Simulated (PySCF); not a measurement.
**Bond length, frequency and bond energy of CBr⁻ by level of theory**

State: ³Σ⁻ (triplet), unpaired electrons π ↑↑. Set-up: basis C aug-pcseg-1, Br aug-pcseg-1; no relativity; PySCF 2.14. De refers to C + Br⁻ in their high-spin ground configurations, without counterpoise correction. The functionals are run spin-unrestricted. A positive dipole points towards Br; it is taken about the centre of mass and depends on that origin.

| Level | Re (Å) | ωe (cm⁻¹) | De (eV) | μ (D) | CPU s a point (SCF and correlation, without the integrals) |
| --- | --- | --- | --- | --- | --- |
| UHF | 2.334 | 218 | n/a | 2.54 | 0.19 |
| UHF-MP2 | 2.110 | 376 | 1.19 | n/a | 0.32 |
| UHF-SCS-MP2 | 2.139 | 348 | 1.04 | n/a | n/a |
| UHF-CCSD | 2.160 | 336 | 1.09 | n/a | n/a |
| UHF-CCSD(T) | 2.154 | 346 | 1.20 | n/a | 9.3 |
| PBE | 2.069 | 416 | 1.98 | 4.72 | 0.65 |
| BP86 | 2.085 | 406 | 1.90 | 4.66 | 0.44 |
| r²SCAN | 2.094 | 397 | 1.78 | 4.43 | 0.92 |
| B3LYP | 2.116 | 374 | 1.51 | 4.33 | 0.82 |
| PBE0 | 2.066 | 414 | 1.71 | 4.44 | 1.1 |
| M06-2X | 2.102 | 403 | 1.53 | 4.12 | 1 |
| ωB97X | 2.064 | 403 | 1.45 | 4.44 | 0.98 |

Task: Which functional lies closest to UHF-CCSD(T) in De, which farthest, and by how much do they differ from it?

Result: Closest is ωB97X (-9.0 pm in Re, +16.5 % in ωe, +0.25 eV in De against UHF-CCSD(T) in the same basis), farthest PBE (-8.5 pm in Re, +20.2 % in ωe, +0.78 eV in De). CCSD(T) converges more slowly with the basis than the functionals do and binds too weakly in this one, so the order can change at the basis-set limit.

Task: What does a quarter of exact exchange do here, going from PBE to PBE0?

Result: PBE0 less PBE: -0.3 pm in Re, -0.5 % in ωe, -0.27 eV in De. Exact exchange removes part of the self-interaction that spreads semilocal densities, and in most molecules shortens and stiffens the bond and lowers De; here ωe goes the other way.

Task: What does second-order correlation do here, going from UHF to UHF-MP2?

Result: UHF-MP2 less UHF: -22.4 pm in Re, +72.5 % in ωe. Correlation nearly always deepens the well. The bond shortens, as in weak, metallic or heavy-atom bonds, where dispersion and the correlation of outer-core electrons pull the atoms together.

Correlated steps freeze 10 core orbitals. Correlated levels converge slowly with the basis: in double zeta they bind strong bonds too weakly, by up to about 1 eV, and carry superposition errors of some tenths. Spin–orbit coupling is left out. For an ion De counts to the pair picked by the measured ionisation energies or electron affinities, which need not be the lowest pair at this level. The highest Kohn–Sham level is positive in this anion. Much of that is self-interaction error, but it also means that the finite basis helps to hold the extra electron. The state was picked by a PBE0 search and need not be the measured ground state.

The whole job (state search and all levels along the bond) took about 2.9 min on 1 thread of Intel Xeon Platinum 8559C (shared host), peak memory 0.74 GiB.
